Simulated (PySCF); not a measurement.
One molecule, one basis, several functionals.

Species: C3H8BFO.
Numbering: `[CH3:1][CH:2]([CH3:3])[O:4][BH:5][F:6]` (hydrogens: H7, H8, H9 on C1; H10 on C2; H11, H12, H13 on C3; H14 on B5)

Torsions of this conformer, `[CH3:1][CH:2]([CH3:3])[O:4][BH:5][F:6]`: C1–C2–O4–B5 139°, C2–O4–B5–F6 0°.

PySCF, pcSseg-1 basis, density fitting, gas phase, PBE0-D3(BJ)/def2-SVP geometry. One functional is left out:

| functional | exact exchange (%) | HOMO energy (eV) | LUMO energy (eV) | dipole moment (D) |
| --- | --- | --- | --- | --- |
| B97-D | 0 | -7.60 | -0.24 | 1.722 |
| BLYP | 0 | -7.48 | -0.29 | 1.735 |
| BP86 | 0 | -7.70 | -0.42 | 1.749 |
| LDA | 0 | -7.72 | -0.68 | 1.804 |
| OPBE | 0 | -7.55 | -0.24 | 1.741 |
| PBE | 0 | -7.59 | -0.41 | 1.749 |
| B3LYP | 20 | -8.84 | 0.35 | 1.701 |
| B97-2 | 21 | -8.81 | 0.61 | 1.689 |
| mPW1PW91 | 25 | -9.12 | 0.61 | 1.702 |
| BHandHLYP | 50 | -10.50 | 1.61 | 1.645 |

**Question.** Predict the row of PBE0 (25 % exact exchange) by straight lines through the other rows, and check it.

**Answer.** 
```csv
property,line,computed,computed − line,"mPW1PW91 (25 %), for comparison"
HOMO energy (eV),-9.07,-9.09,-0.02,-9.12
LUMO energy (eV),0.63,0.61,-0.02,0.61
dipole moment (D),1.695,1.700,+0.005,1.702
```

**Question.** Which of these properties follows the share of exact exchange most closely, and which least?

**Answer.** Most closely the HOMO energy, least the dipole moment; the correlations over the tabulated rows are HOMO energy -0.997, LUMO energy 0.981, dipole moment -0.860. The HOMO energy moves by -0.584 eV for every 10 %. Functionals with the same share still differ in their other parts: at 0 % BLYP and LDA differ by 0.24 eV in it.
